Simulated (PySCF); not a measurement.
Precursor series Cd Cl-F. Isolated molecules, 0 K electronic values unless said otherwise.

The dipole moment from two functionals at the same geometries (TPSS-D3(BJ)/def2-SVP), both in PySCF: PBE-D3(BJ)/def2-TZVP and B3LYP-D3(BJ)/def2-TZVP. B3LYP has the VWN-RPA correlation part, as in Gaussian. 

```
species                                PBE-D3(BJ)/def2-TZVP (D)
-------------------------------------  ------------------------
0 of 2 Cl replaced by F ([Cd(Cl)2])                        0.00
1 of 2 Cl replaced by F ([Cd(Cl)(F)])                      0.49
2 of 2 Cl replaced by F ([Cd(F)2])                         0.00
```

Q: What does B3LYP-D3(BJ)/def2-TZVP give for each?

A: 
- 0 of 2 Cl replaced by F ([Cd(Cl)2]): 0.00
- 1 of 2 Cl replaced by F ([Cd(Cl)(F)]): 0.57
- 2 of 2 Cl replaced by F ([Cd(F)2]): 0.00
Over these rows, drawn at random from the members with no instability flagged (it was tested for open shells, ions and some series alone), PBE minus B3LYP-D3(BJ): mean -0.03 D, from -0.08 D to 0.00 D.
